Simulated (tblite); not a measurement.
Isomers of C5H10O2SSi. Computed with GFN2-xTB (tblite): harmonic, unscaled wavenumbers at the GFN2-xTB geometry, gas phase. This tight-binding method is rough: wavenumbers can miss measured ones by several per cent, in bad cases by 10 to 20. Modes of hydrogen on silicon can be 10 to 20 % off. One conformer each.

Electronic energies: GFN2-xTB at the same geometries; isomer energies are rough at this level and their order can be wrong.

```json
{"SMILES": "CO/C=C/[Si@@H]1OCCS1", "electronic energy, lowest = 0 (kJ/mol)": "8.0"}
{"SMILES": "[SiH3]OC(=S)OCC1CC1", "electronic energy, lowest = 0 (kJ/mol)": "0.0"}
{"SMILES": "CCS[C@@H]1C[Si@H]1C(=O)O", "electronic energy, lowest = 0 (kJ/mol)": "287.7"}
```

Q: How do GFN2-xTB zero-point energies change the relative energies?

A: 
| SMILES | ZPE (kJ/mol) | of it from modes above 1550 cm⁻¹ | electronic (kJ/mol) | with ZPE, lowest = 0 (kJ/mol) | lowest mode (cm⁻¹) | rings |
| --- | --- | --- | --- | --- | --- | --- |
| [SiH3]OC(=S)OCC1CC1 | 363.8 | 169.1 | 0.0 | 0.0 | 30 | 1 |
| CO/C=C/[Si@@H]1OCCS1 | 377.2 | 184.9 | 8.0 | 21.4 | 36 | 1 |
| CCS[C@@H]1C[Si@H]1C(=O)O | 368.8 | 189.9 | 287.7 | 292.7 | 31 | 1 |

The zero-point energies span 13.4 kJ/mol, from `[SiH3]OC(=S)OCC1CC1` to `CO/C=C/[Si@@H]1OCCS1`. The order is unchanged.

Q: What do entropy and thermal enthalpy add at 298.15 K and 1 bar (rigid rotor, harmonic oscillator, one conformer each)?

A: 
| SMILES | point group | symmetry number | S (J/(mol K)) | H − H(0) (kJ/mol) | ZPE + H − H(0) − TS (kJ/mol) |
| --- | --- | --- | --- | --- | --- |
| [SiH3]OC(=S)OCC1CC1 | C1 | 1 | 453.3 | 31.95 | 260.6 |
| CO/C=C/[Si@@H]1OCCS1 | C1 | 1 | 442.2 | 31.41 | 276.7 |
| CCS[C@@H]1C[Si@H]1C(=O)O | C1 | 1 | 465.4 | 33.99 | 264.1 |
